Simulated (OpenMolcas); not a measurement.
## Ho²⁺: CASPT2 settings compared

| Item | Value |
| --- | --- |
| Program | OpenMolcas 26.06 |
| Basis | ANO-R1 [7s5p3d2f] |
| Scalar Hamiltonian | X2C, finite nucleus |
| Active space | 11 electrons in 7 orbitals (4f) |
| State averaging | 2S+1 = 4 odd, 21 roots; 2S+1 = 2 odd, 35 roots |
| Spin-orbit coupling | state interaction with AMFI integrals over the reference wave functions, term energies averaged over their components |

Methods on the same reference wave functions:
A. CASSCF
B. SS-CASPT2, IPEA 0.4 Eh, imaginary shift 0.5 Eh (closed shells correlated: 4d 5s 5p)
C. SS-CASPT2, IPEA 0.15 Eh, no level shift (closed shells correlated: 4d 5s 5p)
D. XMS-CASPT2, IPEA 0.6 Eh, imaginary shift 0.05 Eh (closed shells correlated: 4d 5s 5p)

Energies in cm⁻¹ above 4f¹¹ ⁴I°_15/2, the measured ground level; measured values from Martin, Zalubas and Hagan, Atomic Energy Levels: The Rare-Earth Elements, NSRDS-NBS 60 (1978); whole-number values converted from NIST levels in rydberg listed in Nahar, Atoms 12, 24 (2024).

```
              Level      A      B      C      D  Measured
      4f¹¹ ⁴I°_15/2    0.0    0.0    0.0    0.0       0.0
      4f¹¹ ⁴I°_13/2   5562   5580   5590   5570      5439
      4f¹¹ ⁴I°_11/2   9199   9020   8990   9090      8644
4f¹¹ ⁴I°_9/2 [65 %]  11596  11020  10910  11250     10770
4f¹¹ ⁴F°_9/2 [66 %]  17476  14600  14320  15370     13330
```

Deviations, from unrounded energies. A percentage is the sum of absolute deviations over the sum of measured energies, with the sign that they share, or ± where signs differ.

```
                        Against measurement  Levels      A     B     C      D
             mean absolute deviation (cm-1)       4   1400   510   400    770
      fine structure of the ground term (%)       3   +6.0  +3.1  +2.5   +4.3
other terms of the ground configuration (%)       1  +31.1  +9.5  +7.4  +15.3
```

C lies closest to measurement on these levels and A furthest from it. The largest miss of C in the table is 4f¹¹ ⁴F°_9/2 [66 %], by +990 cm-1. The ranking rests on the paired levels alone, and a cruder setting can come out closer through cancelling errors.

Among B to D the level of the table that moves most is 4f¹¹ ⁴F°_9/2 [66 %], by 1000 cm-1 (lowest in C, highest in D). Moves below CASPT2's spread within the term are not significant.

The mean deviations of B to D differ by less than CASPT2's widest spread within a term (1500 cm-1), so their order carries little weight.

The lowest spin-free term lies below A's lowest term by 0.665 hartree in B, 0.674 hartree in C, 0.664 hartree in D.

Term energies are means over components that CASPT2 splits; among the terms shown or strongly mixed into the levels shown the widest spread is 1500 cm-1 (4f¹¹ ⁴I°, D). High states are left out of the spin-orbit mixing, which shifts the levels that they would mix with. Some levels mix across a computed gap that differs much from the measured one, so their mixing is not that of the real levels. Without dynamic correlation excited terms often stand tens of per cent too high (terms of higher spin than the ground term too low), and those without a measured partner can miss by more than the paired ones (holds for A). The CASPT2 spread within a term exceeds the gap to the next term for 4f¹¹ ⁴F° and 4f¹¹ ²H°, so the order of their levels is uncertain (holds for D). Some terms miss by over 15 % even with CASPT2, which points to a basis or an active space too small for the shells correlated (holds for D). Computed and measured levels are paired by configuration, term and J; levels that our copy of the source lacks, or whose pairing is in doubt (as where it misses far off the trend of its configuration), stay unpaired and out of the deviations. Levels of configurations outside the active space are missing. The table leaves out levels that lie high or whose names do not pair safely across all columns.

A share in square brackets marks a mixed level and gives the weight of the term that names it, the lowest over the columns. ° marks odd parity.
